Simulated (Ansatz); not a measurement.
Pulling on the Si1–H2 bond in FHSi (SMILES F[SiH]) (multiplicity 1 held, fragments rigid). Energies count from the point at 1.538 Å.
Geometry at that point (charge 0, multiplicity 1):
```xyz
3

Si    -0.20727    -0.34539     0.44957
H     -1.00311    -1.19490    -0.55577
F      0.43388     0.67003    -0.63758
```

Active spaces are followed from a long bond inwards. Levels need not reach the same state.

Frozen-core correlation.

The values were computed with Ansatz (Gaussian basis) for Hartree–Fock, density functionals and correlated methods. Values without a source in brackets are computed.

Question: What energy at R = 4.922 Å does SC-NEVPT2 on CASSCF(2,2)/cc-pV(D+d)Z give?

Answer: 69.6 kcal/mol

Question: What is the computed energy at R = 4.922 Å (FIC-MRCISD+Q on CASSCF(2,2)/cc-pV(D+d)Z)?

Answer: 73.7 kcal/mol

Question: What energy at R = 4.922 Å does CASSCF(2,2)/cc-pV(D+d)Z give?

Answer: 68.5 kcal/mol

Ansatz is a program for electronic structure.
